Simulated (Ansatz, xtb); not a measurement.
# Two isomers of C6H4O2S

Structure X: `O=Cc1ccc(C=O)s1`, a singlet. Structure Y: `O=Cc1csc(C=O)c1`, a singlet. Both are isolated molecules in the gas phase, relaxed with B3LYP/def2-SVP, each in the lowest conformer that the search found.

X (Å):

```xyz
13

C    -2.7216    0.8373   -0.5282
C    -1.3072    0.7262   -0.1460
C    -0.5427   -0.4306   -0.1031
C     0.7863   -0.1819    0.3083
C     1.0143    1.1608    0.5727
C     2.2738    1.7723    1.0184
O    -3.3494    1.8710   -0.5510
O     2.4266    2.9521    1.2375
S    -0.4015    2.1319    0.3186
H    -3.1888   -0.1423   -0.8060
H    -0.9391   -1.4145   -0.3614
H     1.5581   -0.9470    0.4116
H     3.1093    1.0366    1.1438
```

Y (Å):

```xyz
13

C    -1.3544    0.2954   -1.8801
C    -0.6503    0.2582   -0.5829
C    -0.5243   -0.8784    0.1999
C     0.5680    1.0916    1.2247
C     1.3029    1.9875    2.1231
C    -0.0179    1.3896    0.0147
O    -1.4629    1.2887   -2.5620
O     1.7929    1.6510    3.1775
S     0.3480   -0.5937    1.6469
H    -1.7950   -0.6831   -2.2030
H    -0.9138   -1.8724   -0.0239
H     1.3774    3.0392    1.7457
H    -0.0077    2.3777   -0.4483
```

Energies in hartree; the thermal terms are from GFN2-xTB frequencies at re-optimised GFN2-xTB minima (ideal gas, soft modes damped towards free rotors, one conformer each, 298.15 K, 1 atm) and include the zero-point energy:

|  | X | Y |
| --- | --- | --- |
| E, CCSD(T)/def2-SVP | −777.698203 | −777.699071 |
| E, MP2/def2-SVP | −777.607390 | −777.606365 |
| E, MP2/def2-TZVPP | −778.484783 | −778.483637 |
| zero-point energy | 0.081998 | 0.081986 |
| H(298 K) − E | 0.091377 | 0.091334 |
| G(298 K) − E | 0.048637 | 0.048019 |

Problem. Correct the CCSD(T) difference for the basis set by the MP2 change, then work out ΔE, ΔE₀, ΔH and ΔG for X → Y in kcal/mol (1 Eh = 627.51 kcal/mol) and the equilibrium ratio [Y]/[X].

Solution. 1. Differences Y − X: CCSD(T) −0.000868, MP2 in the small set +0.001025, MP2 in the large set +0.001146 Eh.
2. ΔE = −0.000868 + (+0.001146 − (+0.001025)) = −0.000747 Eh = −0.47 kcal/mol.
3. ΔE₀ = ΔE + ΔZPE = −0.000747 + (−0.000012) Eh = −0.48 kcal/mol.
4. ΔH = ΔE + (−0.000043) Eh = −0.50 kcal/mol.
5. ΔG = ΔE + (−0.000618) Eh = −0.86 kcal/mol, so ΔS = (ΔH − ΔG)/T = +5.1 J/(mol K).
6. kT = 0.9442 mEh, so K = [Y]/[X] = exp(−ΔG/kT) = exp(+1.45) ≈ 4.2.

The two are too close for this level to say which is favoured. An error of 1 kcal/mol in ΔG would change K by a factor of 5.4. Mirror images and further conformers aren't counted.

As drawn, both hold the same kinds of bond in the same numbers.

Other levels gave ΔE = −0.2 (GFN2-xTB); −0.7 (HF/STO-3G, GFN2-xTB geometries); +0.3 (r2SCAN-D4/def2-SVP, GFN2-xTB geometries); −0.3 (B3LYP/def2-SVP); −2.0 (HF/def2-SVP); +0.6 (MP2/def2-SVP); −0.5 (CCSD(T)/def2-SVP) kcal/mol. The correlated steps freeze 13 core orbitals. Programs: Ansatz 0.2.0, xtb 6.7.1.
